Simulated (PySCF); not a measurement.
Fill in the blanks.

Compound: C₆H₁₈Si₂.
SMILES: `C[Si](C)(C)[Si](C)(C)C`

Conformer (atom-mapped SMILES and torsion angles): `[CH3:1][Si:2]([CH3:3])([CH3:4])[Si:5]([CH3:6])([CH3:7])[CH3:8]`: C1–Si2–Si5–C6 179°.

```csv
property,level,value
"rotational constants A, B, C",PBE0-D3(BJ)/def2-SVP,"1.569, 0.912, 0.911 GHz"
dipole moment,CAM-B3LYP/def2-SVPD,?
HOMO energy,CAM-B3LYP/def2-SVPD,-8.13 eV
LUMO energy,CAM-B3LYP/def2-SVPD,1.05 eV
lowest singlet excitation,TDDFT CAM-B3LYP/def2-SVPD,?
strongest line among the 10 lowest singlet transitions,TDDFT CAM-B3LYP/def2-SVPD,"S2/S3 at 6.93 eV (179 nm, f = 0.173 summed over these states)"
lowest triplet excitation (Tamm–Dancoff),TDA CAM-B3LYP/def2-SVPD,6.18 eV
static isotropic polarisability,CAM-B3LYP/def2-SVPD,128.9 au
vertical ionisation energy,ΔSCF CAM-B3LYP/def2-SVPD,?
electronic spatial extent ⟨r²⟩ about the centre of nuclear charge,CAM-B3LYP/def2-SVPD,1739 bohr²
13C chemical shifts (computed TMS as zero) by class,GIAO PBE0/pcSseg-1,-2.6 (6 C) ppm
1H chemical shifts (computed TMS as zero) by class,GIAO PBE0/pcSseg-1,?
"isotropic shieldings of nuclei other than C and H, by class",GIAO PBE0/pcSseg-1,?
```

Gas-phase values; electronic properties from PySCF, density fitting. Geometry: PBE0-D3(BJ)/def2-SVP; no solvent, vibrations or thermal averaging.

(1) What is the vertical ionisation energy?

(2) The isotropic shieldings of nuclei other than C and H, by class?

(3) Give the dipole moment.

(4) What is the lowest singlet excitation?

(5) The 1H chemical shifts (computed TMS as zero) by class?

Results:

(1) 8.66 eV.

(2) 373 (2 Si) ppm.

(3) 0.01 D.

(4) 6.68 eV (186 nm, f = 0.000).

(5) 0.04 (18 H) ppm.

The principal polarisabilities are 125.2, 125.2 and 136.1 au; their mean is the isotropic value. The 10 singlets span 6.68 to 8.22 eV, and their oscillator strengths add up to 0.44. The vertical singlet–triplet gap S1 − T1 is 0.50 eV (TDDFT singlet less Tamm–Dancoff triplet). The polarisability is 19.09 Å³ as a volume (1 au = 0.148185 Å³), or 1.57 au for each of the 82 electrons.
